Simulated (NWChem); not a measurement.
MoH$_{3}$F$_{3}$; SMILES [MoH3]([F])([F])[F]

```xyz
7

Mo     0.0000     0.0000     0.0781
F     -1.0434     1.4865    -0.2823
F      1.8090     0.1604    -0.2823
F     -0.7656    -1.6468    -0.2823
H     -0.8914    -0.0790     1.4471
H      0.3773     0.8114     1.4471
H      0.5141    -0.7325     1.4471
```
Atoms are numbered in this order, from 1.

Program: NWChem. Medium grid unless said otherwise, to which SCAN and Minnesota functionals are sensitive. Geometry: optimised at PBE0/def2-SVP. def2 effective core potentials on Mo; no spin-orbit coupling. B3LYP is NWChem's, with the RPA form of VWN correlation.

For level r2SCAN0/def2-SVP:

```yaml
highest occupied level (eV): -9.04
orbital gap (eV): 6.18
dipole (D): 0.29
```

Q: How do the values read with level B3LYP/def2-SVP instead?

A: The highest occupied level (eV) is -8.50, the orbital gap (eV) is 5.40 and the dipole (D) comes out as 0.45.
